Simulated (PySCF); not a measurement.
Run record: geometry optimisation, `C[CH2][AlH2-][SbH3+]`.

Computed with PBE0-D3(BJ)/def2-SVP geometry optimisation, gas phase, def2 core potentials past Kr (PySCF 2.14.0). Start geometry: GFN2-xTB. The input is one job of a driver script: a line of settings, then coordinates in Å.

Input:
```
{"job": {"xc": "PBE0", "basis": "def2-SVP", "d3": "d3bj", "grid": 1, "maxiter": 30, "shake": 0.01, "kind": "geom"}, "charge": 0, "multiplicity": 1}
C     -1.763830     0.266940    -0.627290
C     -1.282760    -0.535060     0.567540
Al     0.320710    -1.505380    -0.128040
Sb     2.009640     0.760780    -0.041840
H     -0.995510     0.948000    -1.014940
H     -2.651440     0.912990    -0.380070
H     -2.056060    -0.372980    -1.450250
H     -2.092480    -1.149410     0.924520
H     -1.071820     0.169890     1.422260
H      0.498080    -1.654210    -1.665770
H      1.300680    -2.398420     0.734190
H      1.669140     2.373640     0.348610
H      3.437230     0.904790     0.718790
H      2.671260     1.263360    -1.465240
```

Output:
```
step   0  E = -564.50902316  max force = 0.023730
step   1  E = -564.51824967  max force = 0.008144
step   2  E = -564.51950792  max force = 0.003874
step   3  E = -564.52015553  max force = 0.001684
step   4  E = -564.52029307  max force = 0.002157
step   5  E = -564.52044213  max force = 0.000626
step   6  E = -564.52049067  max force = 0.000451
step   7  E = -564.52055989  max force = 0.001096
step   8  E = -564.52061644  max force = 0.000980
step   9  E = -564.52065022  max force = 0.000571
step  10  E = -564.52066118  max force = 0.000122
optimisation converged
```

Energies in Eh; «max force» is the largest Cartesian gradient component in Eh/bohr.

How much energy does the optimisation release, in kcal/mol?

E(step 0) − E(last step) = 0.011638 Eh, which is 7.3 kcal/mol.

Give the first gradient maximum in eV/Å.

With 1 Eh/bohr = 51.422 eV/Å, 1.220 eV/Å.

Main results: final energy -564.52066 Eh after 10 steps; dipole 2.93 D.

Where do the atoms end?

0.255 Å rms from the input after alignment:
```
atom  x, y, z in Å
C1    -1.8340    0.4603   -0.5613
C2    -1.2789   -0.5318    0.4587
Al3    0.3417   -1.5320   -0.0919
Sb4    2.1409    0.7211   -0.1959
H5    -1.1237    1.2796   -0.7713
H6    -2.7712    0.9378   -0.2280
H7    -2.0435   -0.0245   -1.5288
H8    -2.0441   -1.3005    0.6836
H9    -1.0993   -0.0341    1.4294
H10    0.5109   -1.9370   -1.6343
H11    1.1840   -2.3441    1.0035
H12    1.5461    2.2772    0.1498
H13    3.4889    0.8348    0.8343
H14    2.9750    1.1783   -1.6052
```

How long does this job take on one thread of an Arm Neoverse N1, no GPU, shared host with 64 logical CPUs at a one-minute load of 60? And the peak memory of the process?

About 2.0 min, with 0.52 GiB resident at the peak, the Python interpreter and its libraries included.
Labels such as C1 count atoms from 1, the log's own numbers from 0.
